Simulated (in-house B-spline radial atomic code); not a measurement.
Configurations of Cr VII (Cr6+), with energies counted from [Ne] 3s2 3p6. All numbers are computed (non-relativistic B97-1, spin-polarised, spherical fractional occupations, exact exchange averaged over the configuration; point nucleus) with a radial B-spline atomic code at the basis-set limit, not measured. Shells without spins written out take the highest spin.

Occupations are held fixed; configurations that lie above the ionisation limit could autoionise.

```json
{"configuration": "[Ne] 3s2 3p5 4s1", "E - E(ref) (eV)": "83.622", "highest orbital": "4s up", "its <r> (bohr)": "1.905"}
{"configuration": "[Ne] 3s1 3p6 4p1", "E - E(ref) (eV)": "123.09", "highest orbital": "4p up", "its <r> (bohr)": "2.027"}
{"configuration": "[Ne] 3s1 3p6 4f1", "E - E(ref) (eV)": "147.15", "highest orbital": "4f up", "its <r> (bohr)": "2.353"}
{"configuration": "[He] 2s2 2p5 3s2 3p6 3d1", "E - E(ref) (eV)": "589.69", "highest orbital": "3d up", "its <r> (bohr)": "0.844"}
{"configuration": "[He] 2s2 2p5 3s2 3p6 4d1", "E - E(ref) (eV)": "656.22", "highest orbital": "4d up", "its <r> (bohr)": "2.208"}
{"configuration": "[He] 2s2 2p5 3s2 3p6 4f1", "E - E(ref) (eV)": "667.85", "highest orbital": "4f up", "its <r> (bohr)": "2.359"}
```

(1) Order these further configurations by energy, lowest first.
A. [Ne] 3s2 3p5 4d1
B. [Ne] 3s1 3p6 4s1
C. [Ne] 3s1 3p6 4d1
D. [He] 2s2 2p5 3s2 3p6 4p1
E. [He] 2s2 2p5 3s2 3p6 4s1

(2) How far above the reference does [Ne] 3s2 3p5 4p1 lie?

Answers

(1) A (106.29 eV), B (114.06 eV), C (136.75 eV), E (633.53 eV), D (642.5 eV).

(2) 92.636 eV; its least bound orbital is 4p up with <r> = 2.029 bohr.
